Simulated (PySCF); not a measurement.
Run record: geometry optimisation, `B1C=CC=CN1`.

Method: PBE0-D3(BJ)/def2-TZVP geometry optimisation, gas phase (PySCF 2.14.0). Start geometry: GFN2-xTB. The input is one job of a driver script: a line of settings, then coordinates in Å.

Input:
```
{"job": {"xc": "PBE0", "basis": "def2-TZVP", "d3": "d3bj", "grid": 2, "kind": "geom"}, "charge": 0, "multiplicity": 1}
B      1.268921     0.729439     0.004026
C     -0.072734     1.432213     0.033995
C     -1.217220     0.691477     0.026410
C     -1.170588    -0.720109    -0.009774
C      0.024174    -1.367726    -0.036363
N      1.192562    -0.683852    -0.029966
H      2.324224     1.239221     0.006443
H     -0.173018     2.510345     0.062450
H     -2.193615     1.160920     0.047532
H     -2.086611    -1.290109    -0.015777
H      0.077853    -2.448988    -0.063898
H      2.027250    -1.253516    -0.051107
```

Output:
```
step   0  E = -235.47928198  max force = 0.012714
step   1  E = -235.47986304  max force = 0.000919
step   2  E = -235.47986466  max force = 0.000705
step   3  E = -235.47986714  max force = 0.000317
optimisation converged
```

Energies in Eh; «max force» is the largest Cartesian gradient component in Eh/bohr.

Q: Give the first gradient maximum in eV/Å.

A: With 1 Eh/bohr = 51.422 eV/Å, 0.654 eV/Å.

Q: How much energy does the optimisation release, in kcal/mol?

A: E(step 0) − E(last step) = 0.000585 Eh, which is 0.4 kcal/mol.

Main results: final energy -235.47987 Eh after 3 steps; dipole 2.13 D.

Q: Where do the atoms end?

A: 0.012 Å rms from the input after alignment:
```
atom  x, y, z in Å
B1     1.2080    0.7200   -0.0172
C2    -0.1292    1.4137    0.0408
C3    -1.2669    0.6521    0.0444
C4    -1.2214   -0.7618   -0.0052
C5    -0.0236   -1.4045   -0.0585
N6     1.1390   -0.7082   -0.0647
H7     2.2901    1.2270   -0.0285
H8    -0.2357    2.4931    0.0798
H9    -2.2470    1.1210    0.0859
H10   -2.1329   -1.3445   -0.0014
H11    0.0446   -2.4855   -0.0976
H12    1.9805   -1.2614   -0.1062
```

Q: Estimate the wall time. Hardware: Intel Xeon 6975P-C, one thread, no GPU, shared host with 192 logical CPUs at a one-minute load of 14. And the peak memory of the process?

A: About 35 s, with 0.90 GiB resident at the peak, the Python interpreter and its libraries included.
Labels such as C1 count atoms from 1, the log's own numbers from 0.
